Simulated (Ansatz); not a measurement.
Job for Ansatz (a quantum-chemistry and plane-wave program): R-B3LYP-D3(BJ)/def2-TZVP on BH5S (a complex).

Ansatz 0.2 input:
```yaml
crystal:
  periodic: [false, false, false]
  atoms:
    - {symbol: B, position_ang: [-0.42635602, -0.33101952, 0.70175111]}
    - {symbol: H, position_ang: [0.38053610, -0.87678166, 0.03278865]}
    - {symbol: H, position_ang: [-1.24846223, -1.04130103, 1.16659665]}
    - {symbol: H, position_ang: [-0.82627552, 0.69877822, 0.27679929]}
    - {symbol: S, position_ang: [0.65861598, 0.22065280, 2.33657717]}
    - {symbol: H, position_ang: [-0.22973664, 1.06014371, 2.87712566]}
    - {symbol: H, position_ang: [1.34037591, 1.22566645, 1.77974926]}
basis:
  gaussian:
    orbitals: def2-TZVP
hamiltonian:
  xc: b3lyp
  dispersion: d3bj
relax: {f_tol: 0.004, max_steps: 120}
scf: {lower_state_search: off}
```

Task: What total energy does the run end on?

Result: -426.0770 hartree.

Task: How many basis functions does it have, and what does it roughly cost on one machine?

Result: 98 functions; roughly 13 core-seconds.
